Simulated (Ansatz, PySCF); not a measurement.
CHS2, SMILES S=C=[SH+], charge +1. Atoms are numbered in the order given.

```xyz
4

S      0.0097     1.5960     0.0000
C      0.0242     0.0948     0.0000
S     -0.0939    -1.5400     0.0000
H      1.2513    -1.7335     0.0000
```
Charge +1, spin multiplicity 1.

Coordinates come from a B3LYP-D3(BJ)/def2-TZVP optimisation. The isomer is the one that the SMILES or the coordinates give; other isomers of the formula were not compared.

Two levels are set side by side: PBE-D3(BJ)/def2-TZVP (Ansatz, an electronic-structure program) and B3LYP-D3(BJ)/def2-TZVP (Ansatz). Each level has its own optimised geometry; the coordinates shown are those of the second. Frequencies come from the Hessian of PySCF at each geometry. Differences are taken from unrounded values.

```json
[
 {"quantity": "mean bond length (Å)", "B3LYP-D3(BJ)": "1.500"},
 {"quantity": "bond S1–C2 (Å)", "B3LYP-D3(BJ)": "1.501"},
 {"quantity": "bond C2–S3 (Å)", "B3LYP-D3(BJ)": "1.639"},
 {"quantity": "bond S3–H4 (Å)", "B3LYP-D3(BJ)": "1.359"},
 {"quantity": "highest harmonic wavenumber (cm⁻¹)", "B3LYP-D3(BJ)": "2567"},
 {"quantity": "mean harmonic wavenumber (cm⁻¹)", "B3LYP-D3(BJ)": "1066"},
 {"quantity": "zero-point energy (kcal/mol)", "B3LYP-D3(BJ)": "9.14"}
]
```

**Question.** What does PBE-D3(BJ) give, and how far is it from B3LYP-D3(BJ)? (Estimate from the structure and the level; the computed values follow.)

**Answer.** 
```
quantity                            PBE-D3(BJ)  PBE-D3(BJ) minus B3LYP-D3(BJ)
----------------------------------  ----------  -----------------------------
mean bond length (Å)                     1.509                          0.009
bond S1–C2 (Å)                           1.515                          0.014
bond C2–S3 (Å)                           1.640                          0.001
bond S3–H4 (Å)                           1.371                          0.012
highest harmonic wavenumber (cm⁻¹)        2500                            -66
mean harmonic wavenumber (cm⁻¹)           1037                            -28
zero-point energy (kcal/mol)              8.90                          -0.24
```

Exact exchange shortens and stiffens bonds; PBE has none. Differences between two approximate levels are no errors against the true value.
